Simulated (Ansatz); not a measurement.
Geometry optimisation, RKS BLYP-D4/def2-SVP (Ansatz).

Input file:

```yaml
crystal:
  periodic: [false, false, false]
  atoms:
    - { symbol: Cl, position_ang: [-0.8223, 0.9487, -2.344] }
    - { symbol: Si, position_ang: [0.6567, 0.5992, -0.9838] }
    - { symbol: Si, position_ang: [-0.0698, -0.9297, 0.4679] }
    - { symbol: Cl, position_ang: [-0.11868, -0.09802, 2.34977] }
    - { symbol: Te, position_ang: [1.35806, -2.92056, 0.36031] }
    - { symbol: H, position_ang: [1.0048, 1.8543, -0.267] }
    - { symbol: H, position_ang: [1.8698, 0.0982, -1.6911] }
    - { symbol: H, position_ang: [-1.49933, -1.27622, 0.06565] }
    - { symbol: H, position_ang: [1.01994, -3.1197, -1.37061] }
basis:
  gaussian: { orbitals: def2-SVP }
hamiltonian:
  xc: blyp
  dispersion: d4
relax:
  f_tol: 0.015
  max_steps: 40
```

Command:

```bash
$ ansatz run input.yaml --threads 2 --pin off --max-ram 3072MiB --backend cpu --events-out ev --progress --plain --runs-dir out
```

**Question.** Where does it end, and by what steps?

**Answer.** It converged. The force dipped under the threshold on the way, but the program's further checks kept it going. After 33 steps the energy has fallen by 0.410 eV; Cl1 moved furthest, 1.32 Å.

```
step  energy less start (eV)  largest force component (eV/Å)  accepted
   0                  0.0000                           1.755       yes
   2                 -0.3218                           0.207       yes
   4                 -0.3310                           0.070       yes
   6                 -0.3337                           0.040       yes
   8                 -0.3349                           0.050       yes
  10                 -0.3351                           0.018       yes
  12                 -0.3354                           0.027       yes
  14                 -0.3354                           0.171        no
  16                 -0.3371                           0.036       yes
  18                 -0.3427                           0.147       yes
  20                 -0.3507                           0.436        no
  22                 -0.3786                           0.093       yes
  24                 -0.3892                           0.407       yes
  26                 -0.4075                           0.033       yes
  28                 -0.4081                           0.133        no
  30                 -0.4098                           0.008       yes
  32                 -0.4100                           0.030       yes
  33                 -0.4101                           0.003       yes
```

```xyz
9
Properties=species:S:1:pos:R:3
Cl -0.934 2.018 -1.583
Si 0.614 0.664 -1.146
Si -0.186 -1.024 0.284
Cl -0.705 -0.111 2.104
Te 1.717 -2.660 0.776
H 1.730 1.389 -0.461
H 1.111 0.063 -2.427
H -1.378 -1.755 -0.258
H 1.431 -3.428 -0.702
```

Whether the end is a true minimum wasn't checked by a vibrational analysis.

Run time: 48 s on 2 threads of Intel(R) Xeon(R) 6975P-C (Granite Rapids), with other jobs on the host, peak memory 0.21 GiB.
